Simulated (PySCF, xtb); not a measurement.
C2H3F3Si, SMILES C=C[Si](F)(F)F.

GFN2-xTB in xtb 6.7.1 at its own geometry gives an orbital gap of 4.88 eV and a dipole moment of 3.26 D.

Geometry: TPSSh-D3(BJ)/def2-SVP. Other conformers were not sampled.

What does M06-2X/def2-TZVP (PySCF) give? (Estimate from the structure and the level; the computed values follow.)

gap 9.76 eV (levels -10.19 and -0.43 eV), dipole 2.92 D.
